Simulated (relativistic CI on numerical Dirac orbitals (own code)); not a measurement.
# Co⁴⁺ in a cubic cluster: 2p photoemission with charge transfer

Computed with a charge-transfer multiplet model of a cubic metal-ligand cluster with up to one ligand hole, Slater and spin-orbit integrals from Dirac-Coulomb-Breit ions, Slater integrals scaled by 0.7. The ground state mixes d5 with configurations of k ligand holes L, whose averages lie at kΔ + k(k − 1)U_dd/2; a core hole lowers each added d electron by U_cd. 20 K, Lorentzian 0.6 eV and Gaussian 0.8 eV FWHM.

Atomic integrals in eV (Slater integrals scaled, ζ unscaled), ground: F2dd 9.508, F4dd 5.971, zeta_d 0.080; with the core hole: F2dd 10.647, F4dd 6.717, zeta_d 0.112, zeta_core 9.655, F2cd 6.462, G1cd 5.050, G3cd 2.875.

Cluster parameters (eV): Δ = 2.5, U_dd = 5.8, U_cd = 6.9, 10Dq = 2.2, 10Dq(ligand) = 0.2, final-state hopping factor = 1.

Weights, n_d and S are thermal averages at 20 K. Binding energies count from the first peak over 30 % of the highest in each spectrum, which can be another peak from case to case. The parameters are a model scan and need not match a compound or its usual spin state. Peaks in eV (height, largest 100): 0.0 (77), 1.8 (100), 4.5 (80), 11.0 (13), 16.1 (37), 17.4 (53), 20.5 (35), 22.0 (38), 25.5 (6).

Task: Which parameters give this spectrum?
A. V(eg) = 2 eV, V(t2g) = -1.03 eV
B. V(eg) = 1.4 eV, V(t2g) = -0.72 eV
C. V(eg) = 1.1 eV, V(t2g) = -0.57 eV

Result: C. V(eg) = 1.1 eV, V(t2g) = -0.57 eV; the ground state then has 5.09 d electrons and S = 2.49. The choice follows from running the model for each set and comparing peak positions and heights. The space is cut while the next configuration still counts.
